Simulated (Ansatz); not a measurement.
H2O, charge +1, doublet, geometry from GFN2-xTB (a state made from the parent by changing its charge; the spin is typed, not shown lowest); PBE/3-21G run with Ansatz (a program for electronic structure).

Ansatz was given this input:
Ansatz 0.2 input:
```yaml
crystal:
  periodic: [false, false, false]
  atoms:
    - {symbol: O, position_ang: [0.00838048, 0.00164066, 0.09925610]}
    - {symbol: H, position_ang: [-0.05320696, 0.86638286, -0.40979171]}
    - {symbol: H, position_ang: [-0.01383690, -0.87950812, -0.38425707]}
basis:
  gaussian:
    orbitals: 3-21G.json
    final_grid: {core_spheres: 4, valence_spheres: 8, degree: 17}
hamiltonian:
  xc: pbe
total_charge: 1
magnetization: {spin_polarized: true, initial_magnetization: 1}
```
The basis file holds 3-21G in the JSON format of the Basis Set Exchange.

The log (banner, timings and long lists left out):

```
Functional definition: PBE
133 factors; their error is unknown
mean field evaluation 1: about -2046.6487 eV, gradient 4.7e1 eV
mean field evaluation 2: about -2042.3144 eV, gradient 5.6e1 eV
mean field evaluation 4: about -2053.3650 eV, gradient 2.5e-1 eV
mean field evaluation 8: about -2053.3490 eV, gradient 7.3e-4 eV
a density is far from that of the atoms, so the factors are made again for it
133 factors; integrals over basis functions are off by at most 6.8e-5 eV
mean field evaluation 16: about -2053.3471 eV, gradient 9.4e-3 eV
mean field -2053.34712833 eV, -75.4591151575 hartree, gradient 2.7e-5 eV, S^2 0.751554; 0 other end points of the search recorded, 0 dependent functions left out
reference -2053.34713716 eV, -75.4591154818 hartree; 5, 4 occupied and 8, 9 virtual orbitals, 133 factors
Total energy: -2053.34713716 eV, -75.4591154818 hartree
```
